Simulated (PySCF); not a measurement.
## Static response to an electric field

Compound: 2,5-difluoropyridine, C5H3F2N.
Structure used (GFN2-xTB), in Å, numbered top down from 1:
```
atom  x, y, z in Å
F1    -2.5706    0.3807    0.0354
C2    -1.2565    0.1070    0.0151
C3    -0.3360    1.1464    0.0188
C4     1.0069    0.8186   -0.0030
C5     1.3277   -0.5336   -0.0277
F6     2.6140   -0.8938   -0.0499
N7     0.4586   -1.5165   -0.0306
C8    -0.8261   -1.2100   -0.0095
H9    -0.6711    2.1715    0.0386
H10    1.7820    1.5671   -0.0014
H11   -1.5236   -2.0347   -0.0118
```

Level: CAM-B3LYP/def2-SVPD (PySCF), static field, nuclei fixed, core orbitals frozen in the response. The polarisability tensor in these axes (au):

```
x   77.92  0.56 -0.51
y    0.56 70.19  0.47
z   -0.51  0.47 37.95
```

Q: What are the eigenvalues, a third of the trace, and Δα (Δα² = ½Σ(αi − αj)² over the three pairs)?

A: Principal values 37.94, 70.16 and 77.96 au; mean 62.02 au = 9.19 Å³ = 10.23 × 10⁻⁴⁰ C²·m²/J; Δα = 36.75 au (59 % of the mean).

Q: What is the dipole moment, and where does it point?

A: (-0.66, 2.31, 0.04) D, 2.40 D in size, pointing from the negative to the positive side. Measured along this direction, the outermost atoms are N7, F6 and H11 at the negative end and H9 at the positive end.

Q: Find the Langevin capture rate constant for NH4+ (18.034 u) meeting this molecule (115.023 u), k = 2.342 × 10⁻⁹ cm³/s × √(α in Å³ / reduced mass in u).

A: The reduced mass is 15.59 u, so k = 1.80 × 10⁻⁹ cm³/s. The formula leaves out the permanent dipole, which adds to the capture rate.

Q: What are the principal values of the traceless quadrupole moment, Θ = ½Σq(3rr − r²1), about the centre of nuclear charge?

A: -10.73, 1.16, 9.57 D·Å. The values depend on the origin, since the dipole doesn't vanish. The electronic extent ⟨r²⟩ about the same centre is 871 bohr², a root-mean-square distance of 2.05 Å for the 58 electrons.

Q: Sum over states: ᾱ = Σ f/ω², ω in Eh. What share falls to these 8 lowest TDDFT singlets (eV, f)? 5.31, 0.0753; 5.48, 0.0042; 6.27, 0.0000; 6.42, 0.0426; 7.43, 0.0018; 7.45, 0.4830; 7.80, 0.4187; 7.81, 0.0126.

A: They add up to 14.58 au, 23.5 % of the 62.02 au; the largest single term is 6.45 au, from the state at 7.45 eV. Terms in order: 1.98, 0.10, 0.00, 0.77, 0.02, 6.45, 5.10, 0.15 au. Higher excitations give the rest. The strengths listed sum to 1.038.

Q: How large is μ²/3kT at 273 K beside α?

A: In Gaussian units μ²/3kT = 51.11 Å³ against 9.19 Å³, a ratio of 5.56; the Debye molar polarisation (4π/3)N_A(α + μ²/3kT) is 152.1 cm³/mol, leaving out the vibrational part.

Isolated species at its GFN2-xTB geometry, gas phase.
